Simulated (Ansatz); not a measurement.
Born–Oppenheimer molecular dynamics of ClH5OW (8 atoms, charge 0, multiplicity 1). It starts from a relaxed structure.

Computed with Ansatz, RKS PBE0-D4/def2-SVP.

- ensemble: NVE (velocity Verlet)
- time step: 0.5 fs
- steps asked: 100
- starting velocities drawn for: 1500 K
- masses: H 2.014 u
- seed: 716516

First frame:

```xyz
8
Properties=species:S:1:pos:R:3
W 0.091 -0.087 0.073
H -0.081 -0.401 1.722
O 1.881 0.190 -0.206
H 2.456 -0.140 -0.912
H -0.626 1.090 1.009
Cl -1.073 1.239 -1.486
H -0.007 -1.682 0.616
H -0.815 -1.161 -0.837
```

Question: How far do the bonds stretch over the last three quarters of this one trajectory? (Pairs bonded in most of those frames.)

Answer: 
| bond | mean (Å) | spread (Å) | shortest | longest |
| --- | --- | --- | --- | --- |
| W1–H2 | 1.672 | 0.017 | 1.65 | 1.70 |
| W1–O3 | 1.863 | 0.018 | 1.84 | 1.91 |
| W1–H5 | 1.683 | 0.024 | 1.65 | 1.73 |
| W1–Cl6 | 2.315 | 0.015 | 2.30 | 2.34 |
| W1–H7 | 1.736 | 0.081 | 1.60 | 1.84 |
| W1–H8 | 1.686 | 0.022 | 1.66 | 1.72 |
| O3–H4 | 0.996 | 0.082 | 0.87 | 1.11 |

Mean temperature of the second half: 731 K. The conserved energy stayed within 0.9 meV per atom of its start (net change 0.077 meV per atom), so the integration is sound. A run of 0.05 ps of so small a system gives no equilibrium averages.

Run time: 7 min on 1 thread of Arm Neoverse V2, on a shared host, peak memory 0.18 GiB.
